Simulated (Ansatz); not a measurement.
Program: Ansatz 0.2.0.

A structure relaxed at PBE0-D4/def2-TZVP, charge 0, multiplicity 1:

```tsv
atom	x (Å)	y (Å)	z (Å)
C1	-0.9668	0.4898	-1.5981
B2	-0.7331	0.3661	-0.0532
P3	-2.1125	-0.3589	1.0418
C4	0.5827	0.8661	0.6063
Si5	1.8786	-0.5004	0.5253
H6	-0.4110	-0.3269	-2.0798
H7	-2.0070	0.3862	-1.9129
H8	-0.5603	1.4164	-2.0144
H9	-2.5354	-1.4463	0.2413
H10	-1.3571	-1.1010	1.9808
H11	0.4874	1.1093	1.6695
H12	1.0206	1.7233	0.0827
H13	1.4479	-1.6771	1.3251
H14	3.1738	-0.0073	1.0654
H15	2.0923	-0.9393	-0.8799
```

(1) Give its formula and SMILES.

(2) Point group (tolerance 0.08 Å, 0.16 Å for H)?

(3) Summarise the bond lengths by kind.

Results:

(1) C2H10BPSi, `CB(P)C[SiH3]`.

(2) C1.

(3) 2 × B–C 1.554 to 1.567 Å; 5 × C–H 1.092 to 1.099 Å; 1 × B–P 1.905 Å; 2 × H–P 1.415 Å; 1 × C–Si 1.885 Å; 3 × H–Si 1.487 to 1.488 Å.
